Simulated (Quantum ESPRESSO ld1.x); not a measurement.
Values are calculated unless marked as measured or tabulated.
Task: All-electron atom: Pd+ in [Kr] 4d9. Code: ld1.x of Quantum ESPRESSO 7.5. Model: Dirac Kohn-Sham, PW91, spin-unpolarised, spherical densities, point nucleus; open shells are shared between the two j in proportion to 2j + 1; speed of light set to 171.295 atomic units (1.25 times the physical value, a model run). Some entries of the table are withheld. Estimate them.

orbital  occ.  eigenvalue (eV)  <r> (bohr)
1s1/2       2         -23898.8     0.03231
2s1/2       2         -3472.69      0.1401
2p1/2       2         -3223.86      0.1192
2p3/2       4         -3124.36      0.1224
3s1/2       2         -634.234      0.3838
3p1/2       2         -535.541         (1)
3p3/2       4         -518.244         (2)
3d3/2       4         -340.661      0.3562
3d5/2       6         -337.108      0.3584
4s1/2       2         -94.2339      0.9562
4p1/2       2              (3)       1.031
4p3/2       4              (4)       1.051
4d3/2     3.6         -14.9495         (5)
4d5/2     5.4         -14.6399         (6)

Result: 
(1) 3p1/2 <r> (bohr): 0.3760
(2) 3p3/2 <r> (bohr): 0.3828
(3) 4p1/2 eigenvalue (eV): -63.7579
(4) 4p3/2 eigenvalue (eV): -60.9824
(5) 4d3/2 <r> (bohr): 1.448
(6) 4d5/2 <r> (bohr): 1.462
